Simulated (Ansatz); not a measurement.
`F[SiH2]N[SiH2][SiH3]` + H₂ → `F[SiH2]N[SiH3]` + SiH₄  (hydrogenolysis of the Si–Si bond)

Computed with Ansatz on PBE0-D4/def2-TZVP structures; ΔE is electronic, products minus reactants. CCSD(T)/CBS adds triple-zeta CCSD(T) − MP2 to the extrapolated MP2 energy (def2 sets, frozen cores). This one scheme is used for every species. Functionals use def2-TZVPP. B3LYP here is the variant with VWN-RPA as its local correlation; programs differ in this. One conformer a species, not always the lowest.

`F[SiH2]N[SiH2][SiH3]`:

Cartesian coordinates in Å:
```
F 1.690 -1.972 -1.352
Si 1.717 -0.384 -1.559
N 0.290 0.370 -1.005
Si -0.085 0.880 0.615
Si -1.846 -0.365 1.532
H 1.851 -0.163 -3.017
H 2.862 0.120 -0.772
H -0.471 0.410 -1.669
H 1.158 0.684 1.408
H -0.442 2.327 0.644
H -1.464 -1.796 1.661
H -3.038 -0.273 0.642
H -2.221 0.162 2.873
```

H₂:

```xyz
2

H     0.073    0.094   -0.354
H    -0.073   -0.094    0.354
```

`F[SiH2]N[SiH3]`:

Cartesian coordinates in Å:
```
F -0.141 -2.024 1.556
Si -0.269 -1.515 0.043
N 0.592 -0.070 -0.238
Si 0.044 1.561 -0.022
H 0.298 -2.593 -0.799
H -1.707 -1.269 -0.196
H 1.571 -0.181 -0.463
H 0.761 2.246 1.086
H -1.403 1.486 0.292
H 0.254 2.359 -1.259
```

SiH₄:

Z-matrix (Å, degrees):
```
Si
H 1 1.485
H 1 1.485 2 109.5
H 1 1.485 2 109.5 3 -120.0
H 1 1.485 2 109.5 3 120.0
```

**Question.** Is it downhill or uphill in electronic energy at CCSD(T)/CBS, and by how much? (An estimate is asked.)

**Answer.** The calculation gave: Downhill: ΔE = -0.24 eV.

**Question.** What do these levels give: PBE-D4, PBE0-D4, B3LYP-D4, ωB97M-V, B2PLYP, PBE, HF/def2-TZVPP, MP2/def2-TZVPP, CCSD(T)/def2-TZVPP, MP2/def2-QZVPP, SCS-MP2/def2-QZVPP, CCSD/CBS(def2)? (Best estimate.)

**Answer.** The calculation gave: PBE-D4 -0.08, PBE0-D4 -0.15, B3LYP-D4 -0.23, ωB97M-V -0.29, B2PLYP -0.33, PBE -0.15, HF/def2-TZVPP -0.58, MP2/def2-TZVPP -0.28, CCSD(T)/def2-TZVPP -0.28, MP2/def2-QZVPP -0.26, SCS-MP2/def2-QZVPP -0.34, CCSD/CBS(def2) -0.30 eV.

Largest T1 diagnostic among the species: 0.012.

In def2-TZVPP, CCSD(T) changes the Hartree–Fock value by +0.30 eV (the triples alone add +0.05 eV) and MP2 by +0.30 eV. The D4 term adds +0.11 eV with B3LYP and +0.07 eV with PBE0; it sums over pairs of atoms, weighted by their polarisabilities, and B3LYP, whose exchange is more repulsive, gets the larger term.
